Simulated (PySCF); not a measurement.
Molecule: `NC(C(=C)C#CC)=O`, C6H7NO.

Bonds (- single, = double, # triple, : aromatic): C1=C2, C2-C3, C3#C4, C4-C5, C2-C6, C6-N7, C6=O8. C1 carries H9, H10; C5 carries H11, H12, H13; N7 carries H14, H15. H10 is cis to C3; H15 is cis to the C=O or C=S heteroatom; H9 is trans to C3; H14 is trans to the C=O or C=S heteroatom.

Frames of a GFN2-xTB Langevin trajectory at 200 K; GIAO PBE0/pcSseg-1 shieldings in PySCF 2.14.0 with density-fitted response routines, gas phase, non-relativistic; equivalent atoms averaged within each frame.

Scale: ¹³C (σ = 186.93 ppm) and ¹H (σ = 31.72 ppm) against TMS; NH3 for ¹⁵N (σ = 267.73 ppm); ¹⁷O (σ = 336.08 ppm) vs H2O (reference shieldings calculated alike). The references are static minima.

Q: How do the shifts (ppm) fluctuate along the trajectory?

A: 
```csv
time (fs),C6,C1,C2,C4,C3,C5,N7,O8,H9,H10
optimised geometry,163.7,143.3,129.6,99.9,83.9,5.5,114.8,379.2,7.13,6.31
250,175.1,140.6,131.3,104.1,85.6,3.1,123.4,440.9,7.07,6.79
425,164.4,154.0,133.3,108.7,82.6,1.5,119.8,396.5,7.64,6.64
625,162.4,143.2,135.8,106.9,89.4,6.2,115.6,390.9,7.06,5.48
800,163.7,129.2,133.5,101.8,86.0,5.2,109.3,382.2,6.19,6.02
1000,167.4,144.1,132.5,98.3,82.7,7.4,112.3,414.4,7.66,6.01
mean of frames,166.6,142.2,133.3,103.9,85.3,4.7,116.1,405.0,7.13,6.19
standard deviation,5.1,8.9,1.6,4.1,2.8,2.4,5.6,23.3,0.60,0.53
```

5 frames give an uncertainty of the mean of about the standard deviation over 2.2 at best, since frames this close in time may not be independent; classical motion lacks zero-point vibration, and the reference would need the same averaging.
